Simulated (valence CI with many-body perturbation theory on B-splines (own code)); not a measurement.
## Level structure of S IV

Computed by relativistic CI+MBPT: three valence electrons over a frozen Dirac-Fock core [Ne], a basis of 11 s, 11 p, 10 d, 8 f, 5 g, 2 h functions for each j, with the one-electron correlation potential Σ1, the two-electron term Σ2, the three-electron term Σ3, Breit, model QED; selected CI, second order for the rest, scaled by the run's own slope (own B-spline code, finite nucleus).

Against 67 measured levels this calculation errs by 107 cm⁻¹ on average and by 283 at most. These come from a selection out of NIST levels in Podobedova, Kelleher and Wiese, J. Phys. Chem. Ref. Data 38, 171 (2009). Levels without a partner in it may be off by more. 2 measured levels below the end of the list, from 309921 cm⁻¹ on, found no clear computed partner, and computed levels of the same name lie up to 1064 cm⁻¹ from them.

Levels 46 to 90 of 139, with energies above the lowest level, 3s2.3p 2P°_1/2. "Leading %" is the weight of the configuration and term that name the level; weights of strongly mixed levels are sums over their largest components and can fall short.

| No. | Configuration | Term | J | E (cm⁻¹) | Leading % | g | Second component |
| --- | --- | --- | --- | --- | --- | --- | --- |
| 46 | 3s.3p.4s | 2P° | 1/2 | 270790 | 86 | 0.667 |  |
| 47 | 3s.3p.4s | 2P° | 3/2 | 271397 | 86 | 1.334 |  |
| 48 | 3s2.4f | 2F° | 7/2 | 277772 | 56 | 1.143 | 36 % 3s.3p.3d 2F° |
| 49 | 3s2.4f | 2F° | 5/2 | 277860 | 55 | 0.857 | 36 % 3s.3p.3d 2F° |
| 50 | 3s.3p.3d | 2P° | 3/2 | 278747 | 81 | 1.330 | 7 % 3p3 2P° |
| 51 | 3s.3p.3d | 2P° | 1/2 | 278783 | 81 | 0.666 | 8 % 3p3 2P° |
| 52 | 3s.3p.3d | 2D° | 3/2 | 281229 | 77 | 0.804 | 15 % 3p3 2D° |
| 53 | 3s.3p.3d | 2D° | 5/2 | 281366 | 78 | 1.200 | 15 % 3p3 2D° |
| 54 | 3s2.5p | 2P° | 1/2 | 284884 | 89 | 0.666 | 4 % 3s.3p.4s 2P° |
| 55 | 3s2.5p | 2P° | 3/2 | 285061 | 88 | 1.334 | 5 % 3s.3p.4s 2P° |
| 56 | 3s.3p.4p | 2P | 1/2 | 292468 | 74 | 0.516 | 22 % 3s.3p.4p 4D |
| 57 | 3s.3p.4p | 2P | 3/2 | 292793 | 78 | 1.311 | 17 % 3s.3p.4p 4D |
| 58 | 3s.3p.4p | 4D | 1/2 | 293210 | 75 | 0.150 | 21 % 3s.3p.4p 2P |
| 59 | 3s.3p.4p | 4D | 3/2 | 293362 | 80 | 1.225 | 17 % 3s.3p.4p 2P |
| 60 | 3s.3p.4p | 4D | 5/2 | 293636 | 97 | 1.373 |  |
| 61 | 3s.3p.4p | 4D | 7/2 | 294183 | 97 | 1.429 |  |
| 62 | 3s.3p.4p | 4P | 1/2 | 297269 | 97 | 2.668 |  |
| 63 | 3s.3p.4p | 4P | 3/2 | 297466 | 94 | 1.740 |  |
| 64 | 3s.3p.4p | 4P | 5/2 | 297883 | 96 | 1.599 |  |
| 65 | 3s.3p.4p | 4S | 3/2 | 299296 | 95 | 1.994 |  |
| 66 | 3s.3p.4p | 2D | 3/2 | 300960 | 80 | 0.801 | 15 % 3s2.5d 2D |
| 67 | 3s.3p.4p | 2D | 5/2 | 301400 | 70 | 1.201 | 24 % 3s2.5d 2D |
| 68 | 3s2.5d | 2D | 3/2 | 303169 | 78 | 0.800 | 16 % 3s.3p.4p 2D |
| 69 | 3s2.5d | 2D | 5/2 | 303339 | 69 | 1.200 | 26 % 3s.3p.4p 2D |
| 70 | 3s.3p.4p | 2S | 1/2 | 308696 | 88 | 2.002 | 7 % 3s2.6s 2S |
| 71 | 3s.3p.4s | 2P° | 1/2 | 309043 | 87 | 0.666 |  |
| 72 | 3p2.3d | 2F | 5/2 | 309063 | 80 | 0.857 | 15 % 3s.3d2 2F |
| 73 | 3s.3p.4s | 2P° | 3/2 | 309099 | 87 | 1.334 |  |
| 74 | 3p2.3d | 2F | 7/2 | 309441 | 80 | 1.143 | 15 % 3s.3d2 2F |
| 75 | 3s2.5g | 2G | 7/2 | 310984 | 95 | 0.889 |  |
| 76 | 3s2.5g | 2G | 9/2 | 310985 | 95 | 1.111 |  |
| 77 | 3s2.6s | 2S | 1/2 | 311298 | 88 | 2.002 | 7 % 3s.3p.4p 2S |
| 78 | 3s2.5f | 2F° | 7/2 | 311410 | 93 | 1.143 |  |
| 79 | 3s2.5f | 2F° | 5/2 | 311412 | 93 | 0.857 |  |
| 80 | 3p2.3d | 4F | 3/2 | 315571 | 93 | 0.399 |  |
| 81 | 3p2.3d | 4F | 5/2 | 315760 | 93 | 1.029 |  |
| 82 | 3p2.3d | 4F | 7/2 | 316022 | 93 | 1.239 |  |
| 83 | 3p2.3d | 4F | 9/2 | 316351 | 93 | 1.333 |  |
| 84 | 3s2.6p | 2P° | 1/2 | 318758 | 91 | 0.666 |  |
| 85 | 3s2.6p | 2P° | 3/2 | 318813 | 91 | 1.334 |  |
| 86 | 3p2.3d | 2P | 3/2 | 321353 | 87 | 1.332 | 9 % 3s.3d2 2P |
| 87 | 3p2.3d | 2P | 1/2 | 321947 | 83 | 0.626 | 9 % 3s.3d2 2P |
| 88 | 3p2.3d | 4D | 3/2 | 323312 | 94 | 1.202 |  |
| 89 | 3p2.3d | 4D | 1/2 | 323316 | 90 | 0.038 | 5 % 3p2.3d 2P |
| 90 | 3p2.3d | 4D | 5/2 | 323380 | 95 | 1.372 |  |

Names give the largest LS component (configuration and term), which can be under half, so a name can repeat, a term be missing and a line seem to break the LS rules; names also repeat where a configuration has a term twice.

Where two levels of one J and parity lie close, their mixing, g and order are uncertain.
